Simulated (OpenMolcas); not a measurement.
## What dynamic correlation does to the levels of Ar3+

| Property | Result |
| --- | --- |
| Program | OpenMolcas |
| Basis | ANO-R3 [6s5p4d2f1g] |
| Scalar Hamiltonian | X2C, finite nucleus |
| Active space | 3 electrons in 3 orbitals (3p) |
| State averaging | 2S+1 = 4 odd, 1 root; 2S+1 = 2 odd, 8 roots |
| Spin-orbit coupling | RASSI with atomic mean-field integrals over the reference wave functions, term energies averaged over their components |

Methods on the same reference wave functions:
A. CASSCF
B. SS-CASPT2, IPEA 0.25 Eh, imaginary shift 0.1 Eh (closed shells correlated: 2s 2p 3s)

Energies in cm-1 above 3s2 3p3 4S* 3/2, the measured ground level; measured values from Saloman, J. Phys. Chem. Ref. Data 39, 033101 (2010).

```csv
Level,A,B,Measured
3s2 3p3 4S* 3/2,0.0,0.0,0.0
3s2 3p3 2D* 3/2,25996,21410,21091
3s2 3p3 2D* 5/2,26087,21520,21220
3s2 3p3 2P* 1/2,43339,36330,34855
3s2 3p3 2P* 3/2,43460,36470,35032
```

Deviations, from unrounded energies. A percentage is the sum of absolute deviations over the sum of measured energies, with the sign that they share, or ± where signs differ.

```json
{"Against measurement": "mean absolute deviation (cm-1)", "Levels": "4", "A": "6700", "B": "890"}
{"Against measurement": "other terms of the ground configuration (%)", "Levels": "4", "A": "+23.8", "B": "+3.2"}
```

B lies closest to measurement on these levels. The largest miss of B in the table is 3s2 3p3 2P* 1/2, by +1500 cm-1. The ranking rests on the paired levels alone, and a cruder setting can come out closer through cancelling errors.

From A to B the spin-free energies of the other terms of 3s2 3p3 shown, above 4S*, scale by factors of 0.82 to 0.84.

The lowest spin-free term lies below A's lowest term by 0.369 hartree in B.

Term energies are means over components that CASPT2 splits; among the terms shown or strongly mixed into the levels shown the widest spread is 180 cm-1 (3s2 3p3 2D*, B). With the s shell closed, the reference lacks s² → p² mixing. Measured partners are found by configuration, term and J. A level has none where our copy of the source lacks it or the pairing is in doubt (some pairs that miss far off the trend of their configuration count as doubtful), and it then counts in no deviation. Levels of configurations outside the active space are missing.

* marks odd parity.
